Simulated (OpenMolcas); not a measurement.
**P+: effect of the IPEA shift**

| Quantity | Value |
| --- | --- |
| Program | OpenMolcas 26.06 |
| Basis | ANO-RCC-VQZP [6s5p3d2f1g] |
| Scalar Hamiltonian | DKH2, point nucleus |
| Active space | 4 electrons in 9 orbitals (RAS2 3s 3p; RAS3 3d, at most 2 electrons) |
| State averaging | 2S+1 = 3 even, 6 roots; 2S+1 = 1 even, 11 roots; 2S+1 = 5 odd, 1 root; 2S+1 = 3 odd, 8 roots; 2S+1 = 1 odd, 8 roots |
| Spin-orbit coupling | RASSI with atomic mean-field integrals over the reference wave functions, term energies averaged over their components |

Methods on the same reference wave functions:
A. RASSCF
B. MS-RASPT2, IPEA 0 Eh, imaginary shift 0.1 Eh (closed shells correlated: 2s 2p)
C. MS-RASPT2, IPEA 0.25 Eh, imaginary shift 0.1 Eh (closed shells correlated: 2s 2p)

Energies in eV above 3s2 3p2 3P0, the measured ground level; measured values from NIST Handbook of Basic Atomic Spectroscopic Data.

```json
{"Level": "3s2 3p2 3P0", "A": "0.0000", "B": "0.0000", "C": "0.0000", "Measured": "0.0000"}
{"Level": "3s2 3p2 3P1", "A": "0.0177", "B": "0.0179", "C": "0.0179", "Measured": "0.0204"}
{"Level": "3s2 3p2 3P2", "A": "0.0511", "B": "0.0514", "C": "0.0514", "Measured": "0.0582"}
{"Level": "3s2 3p2 1D2", "A": "1.2981", "B": "1.098", "C": "1.102", "Measured": "1.1013"}
{"Level": "3s2 3p2 1S0", "A": "3.0067", "B": "2.660", "C": "2.684", "Measured": "2.6750"}
{"Level": "3s 3p3 5S* 2", "A": "4.9206", "B": "5.509", "C": "5.502", "Measured": "5.6657"}
{"Level": "3s 3p3 3D* 1", "A": "7.8646", "B": "7.982", "C": "8.003", "Measured": "8.0901"}
{"Level": "3s 3p3 3D* 2", "A": "7.8660", "B": "7.984", "C": "8.004", "Measured": "8.0927"}
{"Level": "3s 3p3 3D* 3", "A": "7.8687", "B": "7.986", "C": "8.007", "Measured": "8.0971"}
{"Level": "3s 3p3 3P* 2", "A": "9.4818", "B": "9.422", "C": "9.461", "Measured": "9.5175"}
{"Level": "3s 3p3 3P* 1", "A": "9.4856", "B": "9.426", "C": "9.465", "Measured": "9.5235"}
{"Level": "3s 3p3 3P* 0", "A": "9.4868", "B": "9.428", "C": "9.467", "Measured": "9.5249"}
```

Deviations, from unrounded energies. A percentage is the sum of absolute deviations over the sum of measured energies, with the sign that they share, or ± where signs differ.

```csv
Against measurement,Levels,A,B,C
mean absolute deviation (cm-1),11,1500,590,460
fine structure of the ground term (%),2,-12.6,-11.9,-11.9
other terms of the ground configuration (%),2,+14.0,-0.5,+0.3
other configurations (%),7,-2.6,-1.3,-1.0
```

C lies closest to measurement on these levels and A furthest from it. The largest miss of C in the table is 3s 3p3 5S* 2, by -1300 cm-1. The ranking rests on the paired levels alone, and a cruder setting can come out closer through cancelling errors.

Between B and C the level of the table that moves most is 3s 3p3 3P* 0, by 320 cm-1 (lowest in B, highest in C). Moves below CASPT2's spread within the term are not significant.

From A to B the spin-free energies of the other terms of 3s2 3p2 shown, above 3P, scale by factors of 0.84 to 0.88.

The lowest spin-free term lies below A's lowest term by 0.070 hartree in B, 0.069 hartree in C.

Term energies are means over components that CASPT2 splits; among the terms shown or strongly mixed into the levels shown the widest spread is 26 cm-1 (3s2 3p2 1D, C). Over all roots computed the reference weight is 0.93 to 0.99 in B, 0.94 to 0.99 in C; the roots of lowest weight are the least certain, and an intruder state may touch them. The run also gave levels led by 3s 3p2 3d, 3s2 3p 3d, which use shells meant for correlation; these and all levels above them are left out. Some terms mix strongly with configurations of 3d, whose occupation reaches 0.28 (3s 3p3 3D*, 3s 3p3 3P*). Without dynamic correlation excited terms often stand tens of per cent too high (terms of higher spin than the ground term too low), and those without a measured partner can miss by more than the paired ones (holds for A). Computed and measured levels are paired by configuration, term and J; levels that our copy of the source lacks, or whose pairing is in doubt (as where it misses far off the trend of its configuration), stay unpaired and out of the deviations. Only configurations of the active space appear. Levels that lie high or do not pair safely by name in every column are left out.

* marks odd parity.
